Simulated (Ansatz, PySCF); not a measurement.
Dimer: BrH3Sn (SMILES [Br][SnH3]) (first 5 atoms) with NH3 (SMILES N); geometry from B3LYP-D3(BJ)/def2-TZVP, rigid monomers moved along the line of their centres of mass till Sn2···N6 is 2.75 Å.
(charge 0, multiplicity 1):
```tsv
atom	x (Å)	y (Å)	z (Å)
Br	2.3333	-0.3259	0.9776
Sn	0.4383	1.0620	0.0434
H	1.1379	1.6311	-1.4228
H	0.1374	2.3863	1.0683
H	-0.8834	0.0554	-0.3238
N	-0.4072	0.0039	2.4350
H	-1.3296	0.1799	2.8173
H	-0.2952	-0.9988	2.3345
H	0.2784	0.3101	3.1162
```

Monomers are frozen at their geometry in the pair; levels with a basis set take the counterpoise correction. Rows marked so take none.

Rows in 3-21G, STO-3G carry no dispersion term and start afresh at each structure; the Pople sets are all-electron and without relativity.

The values were computed with Ansatz (Gaussian orbitals); PySCF for 3-21G rows, STO-3G rows, the dispersion terms.  In def2 rows elements past Kr take small-core potentials, without spin–orbit coupling.

**Question.** One of these levels gives -20.0 kJ/mol for the interaction energy. Which one is it?
A) HF/STO-3G (no counterpoise)
B) HF/3-21G (no counterpoise)
C) PBE/def2-TZVPPD
D) PBE-D3(BJ)/def2-TZVPPD

**Answer.** D, PBE-D3(BJ)/def2-TZVPPD. The others give -32.5 (HF/STO-3G (no counterpoise)), -49.4 (HF/3-21G (no counterpoise)), -11.8 (PBE/def2-TZVPPD)

Ansatz is a program for electronic structure.
